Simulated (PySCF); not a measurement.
Spinor energies of Ar (argon, neutral)

Start: [Ar]. Calculated with PySCF 2.14 in x2c-SVPall-2c with one added diffuse shell each of s, p type (5s5p1d, 25 functions): generalised Hartree-Fock with the X2C-1e Hamiltonian and a Gaussian nucleus; one run each with spin-orbit coupling (SO) switched off, then screened by Boettger's factors.

| spinor shell | electrons | ε, spin-free (eV) | ε, screened SO (eV) | weight of nominal j (screened SO) | rms radius, screened SO (bohr) |
| --- | --- | --- | --- | --- | --- |
| 1s1/2 | 2 | -3239.0 | -3239.0 | 1.000 | 0.0993 |
| 2s1/2 | 2 | -337.70 | -337.70 | 1.000 | 0.447 |
| 2p1/2 | 2 | -260.77 | -262.33 | 1.000 | 0.415 |
| 2p3/2 | 4 | -260.77 | -260.00 | 1.000 | 0.418 |
| 3s1/2 | 2 | -35.059 | -35.059 | 1.000 | 1.53 |
| 3p1/2 | 2 | -16.184 | -16.329 | 1.000 | 1.82 |

Q: Where does 3p3/2 lie, and what is the 3p spin-orbit splitting (screened SO)?

A: At -16.112 eV, 0.217 eV above 3p1/2.

| quantity | spin-free | screened SO |
| --- | --- | --- |
| E (hartree) | -528.42177 | -528.42264 |
| M_J | 0 | 0 |
| ⟨J²⟩ | 0.000 | 0.000 |
| ⟨L²⟩ | 0.000 | 0.000 |
| ⟨S²⟩ | 0.000 | 0.000 |

Without spin-orbit coupling the j labels of p, d and f shells carry no meaning; the spin-free column gives the mean over the occupied spinors of each nl shell.
